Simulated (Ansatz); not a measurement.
Calculation: frozen-core CCSD(T)/def2-TZVPP (Ansatz, an electronic-structure program).

Ansatz 0.2 input:
```yaml
crystal:
  periodic: [false, false, false]
  atoms:
    - { symbol: Br, position_ang: [0.0, 0.0, 0.0] }
basis:
  gaussian: { orbitals: def2-TZVPP }
correlation:
  method: ccsd_t
magnetization:
  spin_polarized: true
  initial_magnetization: 1
```

Output:

```
Functional definition: HF
322 factors; integrals over basis functions are off by at most 1.5e-4 eV
mean field evaluation 1: about -69998.3244 eV, gradient 5.1e0 eV
mean field evaluation 2: about -69998.3248 eV, gradient 5.1e0 eV
mean field evaluation 4: about -69998.5147 eV, gradient 5.6e-1 eV
mean field evaluation 8: about -69998.5183 eV, gradient 4.0e-3 eV
mean field evaluation 16: about -69998.5159 eV, gradient 6.3e-1 eV
mean field evaluation 32: about -69998.5183 eV, gradient 1.0e-2 eV
mean field evaluation 64: about -69998.5183 eV, gradient 8.5e-4 eV
mean field -69998.51830854 eV, -2572.3981011392 hartree, gradient 3.4e-6 eV, S^2 0.758689; 4 other end points of the search recorded, 0 dependent functions left out
9 core orbitals not correlated
reference -69998.51830854 eV, -2572.3981011392 hartree; 9, 8 occupied and 30, 31 virtual orbitals, 322 factors
second order -6.67253346 eV of doubles, -0.00000000 eV of singles
cycle   1  -6.81871178 eV  change   -1.5e-1 eV  update   4.2e-2
cycle   2  -6.98423599 eV  change   -1.7e-1 eV  update   1.2e-2
cycle   3  -6.98596738 eV  change   -1.7e-3 eV  update   3.5e-3
cycle   4  -6.98657330 eV  change   -6.1e-4 eV  update   8.6e-4
cycle   5  -6.98658059 eV  change   -7.3e-6 eV  update   1.7e-4
cycle   6  -6.98652439 eV  change    5.6e-5 eV  update   5.2e-5
cycle   7  -6.98654530 eV  change   -2.1e-5 eV  update   1.5e-5
perturbative correction -0.18485369 eV, -0.0067932480 hartree
Total energy: -70005.68970753 eV, -2572.6616451911 hartree
```

Cost: about 3 core-seconds (a rough figure).
